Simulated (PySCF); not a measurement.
Delta-SCF ions had no search for a lower state. Excitations are Tamm–Dancoff values on a coarser integration grid. The basis has no diffuse functions, so Rydberg states are missing or too high.

C₂H₁₄Si₃Sn, SMILES `[SiH3][Sn]([SiH3])([CH2]C)[SiH3]` (C–C–Sn–Si torsion 58°) (charge 0, multiplicity 1)

Method: PBE-D3(BJ)/def2-TZVP // PBE0-D3(BJ)/def2-SVP run with PySCF.

```yaml
HOMO: -6.43 eV
dipole_moment: 0.231 e·Å
HOMO–LUMO gap: 5.21 eV
LUMO: -1.22 eV
S1 excitation (TDA): 5.41 eV
S1 oscillator strength: 0.012
T1 excitation (TDA): 4.93 eV
S1–T1 gap (TDA): 0.48 eV
vertical ionisation energy (Delta-SCF): 8.65 eV
total_energy: -1166.8953 Ha
cost: about 12 core-minutes (a rough figure)
```

```xyz
20

C     -1.4785    -1.9679     1.0337
C     -1.3945    -1.2044    -0.2789
Sn     0.1689     0.3111    -0.2834
Si     2.4234    -0.8203     0.2190
Si    -0.3183     2.0269     1.5695
Si     0.2887     1.5089    -2.5540
H     -2.2785    -2.7267     1.0087
H     -0.5388    -2.4955     1.2633
H     -1.6909    -1.3011     1.8848
H     -2.3404    -0.6881    -0.5066
H     -1.1872    -1.8787    -1.1249
H      2.7307    -1.8680    -0.8050
H      3.5293     0.1872     0.2102
H      2.3980    -1.4772     1.5637
H     -1.6289     2.7088     1.3294
H     -0.3797     1.3554     2.9057
H      0.7545     3.0682     1.6161
H     -1.0165     2.1674    -2.8731
H      1.3547     2.5576    -2.5314
H      0.6040     0.5367    -3.6470
```
Charge 0, spin multiplicity 1.
